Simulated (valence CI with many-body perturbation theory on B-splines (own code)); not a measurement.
Values are calculated unless marked as measured or tabulated.
# Os42+: what each term of the Hamiltonian does

Method: relativistic CI+MBPT: six valence electrons over a frozen Dirac-Fock core [Ar] 3d10, a basis of 9 s, 9 p, 8 d, 6 f, 3 g, 1 h functions for each j, with the one-electron correlation potential Σ1 (screened to all orders), the two-electron term Σ2, the three-electron term Σ3, Breit, model QED; selected single and double excitations, second order for the rest, scaled by the run's own slope (own B-spline code, finite nucleus).

The last digits are not significant, and no measured levels were compared; by estimate large intervals hold to a few tenths of a per cent, small ones and those within an open d or f shell to about a per cent. Among the levels kept, up to 650 cm⁻¹ of a level comes from second order outside the variational space, and about a tenth of that is noise between levels of different J, which matters for small intervals.

Each rung adds one term. CI alone is the Dirac-Coulomb CI over the frozen core; QED comes last and gives the full result, which names the levels. Energies are above (4s^2 4p1/2^2 4p3/2^2) J=2 on the same rung, in cm⁻¹.

Levels are named by their leading jj configuration (3d3/2^4 stands for four electrons in 3d with j = 3/2), which in mixed levels can hold well under half, so a name can repeat and another be missing. Letters in brackets count levels of one name in rising energy.

```csv
Level,CI alone,+ Σ1,+ Σ2,+ Σ3,+ Breit,Full
(4s^2 4p1/2^2 4p3/2^2) J=0,74979,74998,73996,73685,74094,74068
(4s^2 4p1/2 4p3/2^3) J=1,863313,865516,867693,867790,858210,859147
(4s^2 4p1/2 4p3/2^3) J=2,901904,904113,905730,905668,895715,896662
(4s^2 4p1/2^2 4p3/2 4d3/2) J=2,1302250,1300400,1298580,1299100,1296260,1294240
(4s^2 4p1/2^2 4p3/2 4d3/2) J=1,1327240,1325460,1323470,1323940,1321040,1318790
(4s^2 4p1/2^2 4p3/2 4d3/2) J=0,1327020,1325170,1323160,1323650,1321210,1319100
(4s^2 4p1/2^2 4p3/2 4d3/2) J=3,1335550,1333730,1331480,1331860,1328510,1326680
(4s^2 4p1/2^2 4p3/2 4d5/2) J=4,1505810,1504820,1502560,1503080,1495850,1494350
(4s^2 4p1/2^2 4p3/2 4d5/2) J=2,1511400,1510710,1508700,1509350,1503040,1500690
(4s^2 4p1/2^2 4p3/2 4d5/2) J=3,1624450,1623470,1616260,1616260,1609200,1607820
(4s^2 4p1/2^2 4p3/2 4d5/2) J=1,1649310,1648470,1643070,1642930,1636440,1634520
(4s 4p1/2^2 4p3/2^3) J=2,1758340,1759320,1756930,1757300,1754500,1746350
(4s^2 4p3/2^4) J=0,1795120,1799520,1802860,1802730,1783660,1785490
(4s 4p1/2^2 4p3/2^3) J=1,1853770,1854860,1850620,1850870,1847950,1839690
(4s^2 4p1/2 4p3/2^2 4d3/2) J=1 [a],2128710,2129070,2129430,2130240,2117810,2116530
(4s^2 4p1/2 4p3/2^2 4d3/2) J=2 [a],2129490,2129820,2130450,2131280,2118440,2117420
(4s^2 4p1/2 4p3/2^2 4d3/2) J=0,2130680,2131060,2131870,2132710,2120000,2118720
(4s^2 4p1/2 4p3/2^2 4d3/2) J=3 [a],2161730,2162100,2162230,2162910,2149450,2148570
(4s^2 4p1/2 4p3/2^2 4d3/2) J=4,2198570,2198910,2198960,2199400,2185450,2184430
(4s^2 4p1/2 4p3/2^2 4d3/2) J=2 [b],2243840,2244220,2243170,2243470,2230510,2229460
(4s^2 4p1/2 4p3/2^2 4d5/2) J=3 [a],2311180,2312160,2309760,2310300,2294920,2294260
(4s^2 4p1/2 4p3/2^2 4d5/2) J=4 [a],2321850,2323030,2323480,2324270,2307430,2306890
(4s^2 4p1/2 4p3/2^2 4d3/2) J=2 [c],2332440,2332890,2324560,2324510,2311920,2310510
(4s^2 4p1/2 4p3/2^2 4d3/2) J=3 [b],2335480,2336050,2330910,2331110,2316600,2315830
(4s^2 4p1/2 4p3/2^2 4d3/2) J=1 [b],2337520,2338080,2329900,2329920,2317440,2315840
(4s^2 4p1/2 4p3/2^2 4d5/2) J=1 [a],2364640,2365980,2365680,2366300,2350480,2348960
(4s^2 4p1/2 4p3/2^2 4d5/2) J=0,2363880,2365390,2366470,2367240,2351300,2349530
(4s^2 4p1/2 4p3/2^2 4d5/2) J=4 [b],2370990,2372190,2372170,2372770,2355260,2354710
(4s^2 4p1/2 4p3/2^2 4d5/2) J=5,2385510,2386720,2386820,2387290,2369340,2368680
(4s^2 4p1/2 4p3/2^2 4d3/2) J=1 [c],2406120,2406610,2397730,2397360,2384850,2383420
(4s^2 4p1/2 4p3/2^2 4d5/2) J=2 [a],2450260,2451480,2450360,2450540,2434310,2433760
```

**Question.** How does the ionisation energy move along the ladder, and which term matters most?

**Answer.** CI alone 2114.4, + Σ1 2115.9, + Σ2 2116.4, + Σ3 2115.8, + Breit 2114.3, + QED 2114.1 eV. The largest step is Breit, -1.6 eV, with Σ1 about as large (1.5). NIST lists 2112 ± 4 eV (theoretical).
